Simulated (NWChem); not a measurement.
The numbers come from NWChem runs, not from measurements. System: CH₂ClF, charge 0, spin multiplicity 1, at a geometry optimised with B3LYP/def2-SVP. The structure started from a generated list of species. Level: CR-CCSD(T)/def2-SVP, 7 core orbitals frozen.

Output (cleaned and shortened):

```
             Northwest Computational Chemistry Package (NWChem) 7.3.0
             --------------------------------------------------------

                                NWChem Input Module
                                -------------------

 Scaling coordinates for geometry "geometry" by  1.889725989
 (inverse scale =  0.529177249)

 Turning off AUTOSYM since
 SYMMETRY directive was detected!

                             Geometry "geometry" -> ""
                             -------------------------

 Output coordinates in angstroms (scale by  1.889725989 to convert to a.u.)

  No.       Tag          Charge          X              Y              Z
 ---- ---------------- ---------- -------------- -------------- --------------
    1 F                    9.0000     1.35942500    -0.77130500     0.00000000
    2 C                    6.0000     0.69646400     0.40750400     0.00000000
    3 Cl                  17.0000    -1.07671100     0.14985200     0.00000000
    4 H                    1.0000     0.94524300     0.97461800     0.90898000
    5 H                    1.0000     0.94524300     0.97461800    -0.90898000

 Effective nuclear repulsion energy (a.u.)     100.7458663818

            Nuclear Dipole moment (a.u.)
            ----------------------------
        X                 Y               Z
 ---------------- ---------------- ----------------
     0.0000151178    -0.0000018897     0.0000000000

      Symmetry information
      --------------------

 Group name             Cs
 Group number              2
 Group order               2
 No. of unique centers     4

      Symmetry unique atoms

     1    2    3    4


 Summary of "ao basis" -> "" (spherical)
 ------------------------------------------------------------------------------
       Tag                 Description            Shells   Functions and Types
 ---------------- ------------------------------  ------  ---------------------
 *                          def2-svp                  on all atoms

 Summary of "ao basis" -> "ao basis" (spherical)
 ------------------------------------------------------------------------------
       Tag                 Description            Shells   Functions and Types
 ---------------- ------------------------------  ------  ---------------------
 F                          def2-svp                 6       14   3s2p1d
 C                          def2-svp                 6       14   3s2p1d
 Cl                         def2-svp                 8       18   4s3p1d
 H                          def2-svp                 3        5   2s1p

                                 NWChem SCF Module
                                 -----------------

  ao basis        = "ao basis"
  functions       =    56
  atoms           =     5
  closed shells   =    17
  open shells     =     0
  charge          =   0.00
  wavefunction    = RHF
  use symmetry    = T
  symmetry adapt  = T

 Summary of "ao basis" -> "ao basis" (spherical)
 ------------------------------------------------------------------------------
       Tag                 Description            Shells   Functions and Types
 ---------------- ------------------------------  ------  ---------------------
 F                          def2-svp                 6       14   3s2p1d
 C                          def2-svp                 6       14   3s2p1d
 Cl                         def2-svp                 8       18   4s3p1d
 H                          def2-svp                 3        5   2s1p

      Symmetry analysis of basis
      --------------------------

        a'         38
        a"         18

 Forming initial guess at       0.1s

      Superposition of Atomic Density Guess
      -------------------------------------

 Sum of atomic energies:        -597.23939911

      Non-variational initial energy
      ------------------------------

 Total energy =    -598.059868
 1-e energy   =   -1025.843052
 2-e energy   =     327.037317
 HOMO         =      -0.357866
 LUMO         =       0.105652

      Symmetry analysis of molecular orbitals - initial
      -------------------------------------------------

  Numbering of irreducible representations:

     1 a'          2 a"

  Orbital symmetries:
[...]
   Bfn.  Coefficient  Atom+Function         Bfn.  Coefficient  Atom+Function
  ----- ------------  ---------------      ----- ------------  ---------------
    17      2.312651  2 C  s                 48     -1.476048  4 H  s
    53     -1.476048  5 H  s                 22      0.642569  2 C  py
    39     -0.467652  3 Cl px                32     -0.427743  3 Cl s
    16      0.243120  2 C  s                 21     -0.164554  2 C  px

 Vector   19  Occ=0.000000D+00  E= 2.284299D-01  Symmetry=a"
              MO Center=  1.0D+00,  1.2D+00, -5.1D-16, r^2= 3.9D+00
   Bfn.  Coefficient  Atom+Function         Bfn.  Coefficient  Atom+Function
  ----- ------------  ---------------      ----- ------------  ---------------
    48      1.771530  4 H  s                 53     -1.771530  5 H  s
    23     -1.324684  2 C  pz                20     -0.342857  2 C  pz

 Vector   20  Occ=0.000000D+00  E= 2.338127D-01  Symmetry=a'
              MO Center=  9.6D-02,  4.4D-01,  1.3D-15, r^2= 2.8D+00
   Bfn.  Coefficient  Atom+Function         Bfn.  Coefficient  Atom+Function
  ----- ------------  ---------------      ----- ------------  ---------------
    21      1.031349  2 C  px                39      0.871968  3 Cl px
    48     -0.721602  4 H  s                 53     -0.721602  5 H  s
    32      0.653500  3 Cl s                 22      0.491420  2 C  py
    18      0.460594  2 C  px                17      0.455230  2 C  s
    31      0.239533  3 Cl s                 36      0.209764  3 Cl px

 center of mass
 --------------
 x =  -0.04340788 y =  -0.07112917 z =   0.00000000

 moments of inertia (a.u.)
 ------------------
          62.722375483061          72.702095872560           0.000000000000
          72.702095872560         303.185493930459           0.000000000000
           0.000000000000           0.000000000000         354.013225493527

  Mulliken analysis of the total density
  --------------------------------------

    Atom       Charge   Shell Charges
 -----------   ------   -------------------------------------------------------
    1 F    9     9.34   1.99  1.12  0.82  3.33  2.07  0.01
    2 C    6     5.58   1.99  0.90  0.15  1.86  0.59  0.09
    3 Cl  17    17.23   2.00  1.99  1.20  0.77  5.94  2.09  3.20  0.03
    4 H    1     0.92   0.76  0.14  0.02
    5 H    1     0.92   0.76  0.14  0.02

       Multipole analysis of the density wrt the origin
       ------------------------------------------------

     L   x y z        total         open         nuclear
     -   - - -        -----         ----         -------
     0   0 0 0     -0.000000      0.000000     34.000000

     1   1 0 0      0.362253      0.000000      0.000015
     1   0 1 0      0.769259      0.000000     -0.000002
     1   0 0 1      0.000000      0.000000      0.000000

     2   2 0 0    -18.611826      0.000000    146.548909
     2   1 1 0      2.036001      0.000000    -30.833687
     2   1 0 1      0.000000      0.000000      0.000000
     2   0 2 0    -17.735604      0.000000     30.825662
     2   0 1 1      0.000000      0.000000      0.000000
     2   0 0 2    -17.087516      0.000000      5.901145

                   NWChem Extensible Many-Electron Theory Module
                   ---------------------------------------------


            General Information
            -------------------
      Number of processors :     1
         Wavefunction type : Restricted Hartree-Fock
          No. of electrons :    34
           Alpha electrons :    17
            Beta electrons :    17
           No. of orbitals :   112
            Alpha orbitals :    56
             Beta orbitals :    56
        Alpha frozen cores :     7
         Beta frozen cores :     7
     Alpha frozen virtuals :     0
      Beta frozen virtuals :     0
         Spin multiplicity : singlet
    Number of AO functions :    56
       Number of AO shells :    26
        Use of symmetry is : on
      Symmetry adaption is : on
         Schwarz screening : 0.10D-09

          Correlation Information
          -----------------------
          Calculation type : Coupled-cluster singles & doubles w/ perturbation
   Perturbative correction : Completely renormalized (T)
            Max iterations :      100
        Residual threshold : 0.10D-05
     T(0) DIIS level shift : 0.00D+00
     L(0) DIIS level shift : 0.00D+00
     T(1) DIIS level shift : 0.00D+00
     L(1) DIIS level shift : 0.00D+00
     T(R) DIIS level shift : 0.00D+00
     T(I) DIIS level shift : 0.00D+00
   CC-T/L Amplitude update :  5-th order DIIS
                I/O scheme : Global Array Library
        L-threshold :  0.10D-05
        EOM-threshold :  0.10D-05
 no EOMCCSD initial starts read in
 TCE RESTART OPTIONS
 SLICE:      F
 D4D5:       F
 quantumc:   F
 qrotation:  F
 pwtce:      F
 qducc:      F
 nacto:                         0
 nrotv:                         0
 nrot:                          0

            Memory Information
            ------------------
          Available GA space size is     249033664 doubles
          Available MA space size is     104854724 doubles

 Maximum block size supplied by input
 Maximum block size        24 doubles

 tile_dim =     14

 -------------------------------------------------
   1    alpha     a'     7 doubles       0       1
   2    alpha     a"     3 doubles       7       2
   3    beta      a'     7 doubles      10       1
   4    beta      a"     3 doubles      17       2
   5    alpha     a'    12 doubles      20       5
   6    alpha     a'    13 doubles      32       6
   7    alpha     a"    14 doubles      45       7
   8    beta      a'    12 doubles      59       5
   9    beta      a'    13 doubles      71       6
  10    beta      a"    14 doubles      84       7

 Global array virtual files algorithm will be used

 Parallel file system coherency ......... OK

 4-electron integrals stored in orbital form

 v2    file size   =           692689
 4-index algorithm nr.  13 is used
 imaxsize =       30
 imaxsize ichop =        0


CCSD iterations
 ---------------------------------------------------------
 Iter          Residuum       Correlation     Cpu    Wall
 ---------------------------------------------------------
    1   0.1582348083971  -0.4582486501465     0.3     0.3
    2   0.0421687004522  -0.4766604486291     0.3     0.3
    3   0.0144472199951  -0.4836013017510     0.3     0.3
    4   0.0056990106620  -0.4850664104630     0.3     0.3
    5   0.0022992578992  -0.4857006758898     0.3     0.3
    6   0.0005529813929  -0.4859726414839     0.3     0.3
    7   0.0002341248167  -0.4860231123089     0.3     0.3
    8   0.0000999869152  -0.4860251552891     0.3     0.3
    9   0.0000539981313  -0.4860255711536     0.3     0.3
   10   0.0000253995814  -0.4860269330111     0.3     0.3
   11   0.0000068514249  -0.4860274208077     0.3     0.3
   12   0.0000035554123  -0.4860277454126     0.3     0.3
   13   0.0000020820451  -0.4860278712062     0.3     0.3
   14   0.0000013113441  -0.4860278582457     0.3     0.3
   15   0.0000008049694  -0.4860278680198     0.3     0.3
 -----------------------------------------------------------------
 Iterations converged
 CCSD correlation energy / hartree =        -0.486027868019808
 CCSD total energy / hartree       =      -598.185592535036449

 Singles contributions

 Doubles contributions
 CR-CCSD(T)

 CR-CCSD[T]  correction energy / hartree =        -0.008683113957395
 CR-CCSD[T] correlation energy / hartree =        -0.494710981977203
 CR-CCSD[T] total energy / hartree       =      -598.194275648993880
 CR-CCSD(T)  correction energy / hartree =        -0.008086511673831
 CR-CCSD(T) correlation energy / hartree =        -0.494114379693639
 CR-CCSD(T) total energy / hartree       =      -598.193679046710258

 Task  times  cpu:       21.0s     wall:       21.0s

 Total times  cpu:       21.0s     wall:       21.0s
```

Q: Write an NWChem input that would produce this output.

A: This is not unique; one that fits is 
```
start mol
memory heap 100 mb stack 700 mb global 1900 mb
geometry units angstroms nocenter noautoz
  F      1.359425    -0.771305     0.000000
  C      0.696464     0.407504     0.000000
  Cl    -1.076711     0.149852     0.000000
  H      0.945243     0.974618     0.908980
  H      0.945243     0.974618    -0.908980
  symmetry group Cs
end
basis spherical
  * library def2-svp
end
scf
  rhf
  nopen 0
  maxiter 100
  thresh 1e-7
  semidirect memsize 60000000 filesize 0
end
tce
  freeze core 7
  cr-ccsd(t)
  2eorb
  2emet 13
  thresh 1e-6
  maxiter 100
  tilesize 24
end
task tce energy
```
